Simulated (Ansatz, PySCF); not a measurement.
Si(Br)2 cation (Br2Si), SMILES Br[Si]Br (connectivity only; charge and spin as stated), charge +1, multiplicity 2. Atoms are numbered in the order given.

```xyz
3

Si     0.0000     0.0000     0.8402
Br     0.0000     1.8844    -0.1863
Br     0.0000    -1.8844    -0.1863
```
Charge +1, spin multiplicity 2.

Geometry optimised at B3LYP-D3(BJ)/def2-TZVP. The spin state was assumed, not searched. The isomer is the one that the SMILES or the coordinates give; other isomers of the formula were not compared.

Two levels are set side by side: PBE-D3(BJ)/def2-TZVP (Ansatz, a quantum-chemistry and plane-wave program) and B3LYP-D3(BJ)/def2-TZVP (Ansatz). Each level has its own optimised geometry; the coordinates shown are those of the second. Frequencies come from the Hessian of PySCF at each geometry. Differences are taken from unrounded values.

```json
[
 {"quantity": "mean bond length (Å)", "B3LYP-D3(BJ)": "2.146", "PBE-D3(BJ)": "2.151", "PBE-D3(BJ) minus B3LYP-D3(BJ)": "0.006"},
 {"quantity": "bond Si1–Br2 (Å)", "B3LYP-D3(BJ)": "2.146", "PBE-D3(BJ)": "2.151", "PBE-D3(BJ) minus B3LYP-D3(BJ)": "0.006"},
 {"quantity": "bond Si1–Br3 (Å)", "B3LYP-D3(BJ)": "2.146", "PBE-D3(BJ)": "2.151", "PBE-D3(BJ) minus B3LYP-D3(BJ)": "0.006"},
 {"quantity": "highest harmonic wavenumber (cm⁻¹)", "B3LYP-D3(BJ)": "545", "PBE-D3(BJ)": "544", "PBE-D3(BJ) minus B3LYP-D3(BJ)": "-1"},
 {"quantity": "mean harmonic wavenumber (cm⁻¹)", "B3LYP-D3(BJ)": "348", "PBE-D3(BJ)": "344", "PBE-D3(BJ) minus B3LYP-D3(BJ)": "-3"},
 {"quantity": "zero-point energy (kcal/mol)", "B3LYP-D3(BJ)": "1.49", "PBE-D3(BJ)": "1.48", "PBE-D3(BJ) minus B3LYP-D3(BJ)": "-0.01"}
]
```

On these quantities the two levels nearly agree.
